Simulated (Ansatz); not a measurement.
`[GeH3][SiH]1BO1` and `OC[SiH]1BO1` differ in one atom or group.

Ansatz, PBE0-D4/def2-TZVP geometries, multiplicity 1. Each molecule was computed in one conformer, which needn't be the lowest.

Scalar relativity is left out up to krypton.

```
                                          property  `[GeH3][SiH]1BO1`
             LUMO energy (ωB97M-V/def2-TZVPP) / eV               0.73
                 HOMO energy (PBE/def2-TZVPP) / eV              -5.88
                 LUMO energy (PBE/def2-TZVPP) / eV              -2.06
size of the dipole moment (ωB97M-V/def2-TZVPP) / D               1.13
               HOMO energy (B3LYP/def2-TZVPP) / eV              -6.79
              HOMO–LUMO gap (PBE0/def2-TZVPP) / eV               5.86
```

Problem. What does the change do to each property? (Best estimate.)

Solution. The calculation gave: 
```tsv
property	`OC[SiH]1BO1`	shift
LUMO energy (ωB97M-V/def2-TZVPP) / eV	0.90	0.17
HOMO energy (PBE/def2-TZVPP) / eV	-5.72	0.16
LUMO energy (PBE/def2-TZVPP) / eV	-2.05	0.01
size of the dipole moment (ωB97M-V/def2-TZVPP) / D	1.21	0.08
HOMO energy (B3LYP/def2-TZVPP) / eV	-6.74	0.05
HOMO–LUMO gap (PBE0/def2-TZVPP) / eV	5.87	0.01
```

Dipoles are sizes alone; their direction can turn.

B3LYP here is the variant with VWN-RPA as its local correlation; programs differ in this.
